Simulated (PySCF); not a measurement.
**Polarisability and C₆ of Yb⁴⁷⁺ (ytterbium, charge +47)**

[Ar] 3d5, high-spin 6S determinant. All numbers are calculated (PySCF 2.14, the spin-free X2C one-electron Hamiltonian (Gaussian nucleus), in an uncontracted even-tempered set (18 s from 10 bohr⁻², ratio 2.5; 13 p from 13 bohr⁻², ratio 2.5; 7 d from 13 bohr⁻², ratio 2.5; 4 f from 51 bohr⁻², ratio 2.7; 3 g from 76 bohr⁻², ratio 2.7)). Coupled (time-dependent) response in atomic units; α is the mean over directions.

| method | mean α (bohr³) | C₆ (like pair) | S(−4) |
| --- | --- | --- | --- |
| PBE0 | 0.003519 | 0.0002947 | 9.432e-06 |

S(−4) is the Cauchy moment in α(ω) = α(0) + S(−4) ω² + …

α(iu) at PBE0:

```json
{"u (hartree)": "0", "α(iu) (bohr³)": "0.003519"}
{"u (hartree)": "3.00", "α(iu) (bohr³)": "0.003437"}
{"u (hartree)": "6.00", "α(iu) (bohr³)": "0.003221"}
{"u (hartree)": "12.0", "α(iu) (bohr³)": "0.002652"}
{"u (hartree)": "18.0", "α(iu) (bohr³)": "0.002170"}
{"u (hartree)": "24.0", "α(iu) (bohr³)": "0.001834"}
{"u (hartree)": "30.0", "α(iu) (bohr³)": "0.001604"}
{"u (hartree)": "45.0", "α(iu) (bohr³)": "0.001258"}
{"u (hartree)": "60.0", "α(iu) (bohr³)": "0.001046"}
{"u (hartree)": "90.0", "α(iu) (bohr³)": "0.0007639"}
{"u (hartree)": "150", "α(iu) (bohr³)": "0.0004439"}
```

For an ion, C₆ is the dispersion term alone; charge-induced terms of lower order in 1/R come first.

Spin-orbit coupling, which splits the p, d and f shells strongly at this Z, is absent. Spin-orbit coupling is strong in this species (close to jj coupling), so the high-spin LS determinant is a model state, not a physical level.
